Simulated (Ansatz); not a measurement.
Breaking the Pb1–F3 bond in FHPb (SMILES [F][PbH]) (multiplicity 1 held, fragments rigid). Energies count from the point at 2.069 Å.
Geometry at that point (charge 0, multiplicity 1):
| atom | x (Å) | y (Å) | z (Å) |
|---|---|---|---|
| Pb | -0.0639 | -0.1197 | 0.1499 |
| H | -1.0398 | -1.0734 | -1.1273 |
| F | 0.6977 | 1.2100 | -1.2402 |

Restricted levels (R-, RO-) in cc, def2 and unpolarised 6-31G sets keep to the state of the molecule at rest. U- levels take the lowest unrestricted solution at each point, which mixes spins at long bonds. Levels need not reach the same state.

Cores are frozen in the correlated methods. Filled d and f shells under p-block atoms count as core.

Programs: Ansatz (a first-principles code) with Gaussian orbitals. Values without a source in brackets are computed. In def2 rows elements past Kr take small-core potentials, without spin–orbit coupling.

Energies in kcal/mol.

| R (Å) | R-HF/def2-TZVPP | U-MP2/def2-TZVPP | U-CCSD/def2-TZVPP | U-CCSD(T)/def2-TZVPP |
|---|---|---|---|---|
| 1.655 | 62.2 | 69.0 | 67.6 | 68.6 |
| 1.862 | 8.2 | ? | 10.5 | 11.0 |
| 2.069 | 0.0 | 0.0 | 0.0 | 0.0 |
| 2.276 | 8.6 | 7.1 | 7.3 | 7.0 |
| 2.483 | 22.4 | 20.3 | 20.7 | 20.0 |
| 2.793 | 43.9 | 41.9 | 42.0 | 41.1 |
| 3.103 | 62.7 | 96.1 | 62.8 | 63.7 |
| 3.621 | 87.0 | ? | 86.8 | 88.8 |
| 4.138 | 104.3 | 113.1 | 98.8 | 101.8 |
| 4.759 | 118.9 | ? | 102.4 | 105.7 |
| 5.586 | 132.0 | 114.2 | 102.5 | 105.9 |
| 6.621 | 142.7 | 114.3 | 102.6 | 105.9 |

Question: Complete the blanks.

Answer: 
- 1.862, U-MP2/def2-TZVPP: 11.1
- 3.621, U-MP2/def2-TZVPP: 110.2
- 4.759, U-MP2/def2-TZVPP: 114.1

Doubts at one or more of the structures used: a restricted determinant that unrestricted orbitals would lower (R-HF/def2-TZVPP); a spin-contaminated determinant (U-MP2/def2-TZVPP, U-CCSD/def2-TZVPP, U-CCSD(T)/def2-TZVPP); T1 above 0.05 (U-CCSD/def2-TZVPP, U-CCSD(T)/def2-TZVPP); the program's own flag: other amplitudes (U-CCSD/def2-TZVPP, U-CCSD(T)/def2-TZVPP).
